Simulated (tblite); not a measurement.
Species: C8H5FN (doublet state).
Bonds: C1–C2 (triple), C2–C3, C3–C4 (aromatic), C4–C5 (aromatic), C5–C6 (aromatic), C6–N7, C6–C8 (aromatic), C8–F9, C8–C10 (aromatic), C3–C10 (aromatic). Hydrogens: H11 on C1; H12 on C4; H13 on C5; H14 on N7; H15 on C10.

A start from a force field or distance geometry was refined with GFN2-xTB geometry optimisation, gas phase (tblite 0.8.0). Values at the start:

```tsv
coordinate	start
C1≡C2	1.236 Å
C1–H11	1.046 Å
C2–C3	1.425 Å
C3–C4	1.387 Å
C3–C10	1.383 Å
C4–C5	1.387 Å
C4–H12	1.086 Å
C5–C6	1.390 Å
C5–H13	1.093 Å
C6–N7	1.427 Å
C6–C8	1.410 Å
N7–H14	1.046 Å
C8–F9	1.350 Å
C8–C10	1.372 Å
C10–H15	1.085 Å
C2–C3–C10	123.0°
C3–C10–C8	124.0°
C4–C5–C6	119.7°
C5–C6–C8	120.6°
C6–C8–F9	119.8°
C6–C8–C10	117.1°
N7–C6–C8	118.9°
F9–C8–C10	123.1°
```

Task: How do these coordinates change at the GFN2-xTB level?

Result: 
```
coordinate  GFN2-xTB (Å or °)  change
     C6–N7              1.296  -0.131
     C5–C6              1.436  +0.046
     C6–C8              1.445  +0.035
     C1≡C2              1.204  -0.032
    N7–H14              1.018  -0.028
     C4–C5              1.362  -0.025
     C3–C4              1.411  +0.024
    C3–C10              1.407  +0.024
     C2–C3              1.403  -0.022
    C5–H13              1.078  -0.015
    C8–C10              1.363  -0.009
    C4–H12              1.080  -0.006
   C10–H15              1.080  -0.005
    C1–H11              1.049  +0.003
     C8–F9              1.348  -0.002
  N7–C6–C8              125.7    +6.8
 C6–C8–C10              123.3    +6.2
  C5–C6–C8              115.1    -5.5
 C3–C10–C8              119.2    -4.8
 F9–C8–C10              119.4    -3.7
 C2–C3–C10              119.8    -3.2
  C6–C8–F9              117.3    -2.5
  C4–C5–C6              121.8    +2.1
```

The energy falls by 110.9 kJ/mol over 72 L-BFGS steps, the largest force on an atom goes from 4.01 to 0.008 eV/Å, and the atoms move by 0.266 Å rms after alignment. The bond that changes most is C6–N7 (ends: carbon bonded to 2 C and N; nitrogen bonded to C and H), which shortens by 0.131 Å. Bonds longer at the end by more than 0.005 Å: 4 of 15; shorter: 9. Among the dihedrals that turn most is C5–C6–N7–H14, from 97° to 180°. Rotational constants go from 3057, 895.7, 694.1 to 2998, 927.7, 708.4 MHz.

On one thread of an Arm Neoverse V1 (shared host), this took 0.49 s.

Its GFN2-xTB frequencies are all real (lowest 83 cm⁻¹).

One conformer stands for the species.

These are computed values.
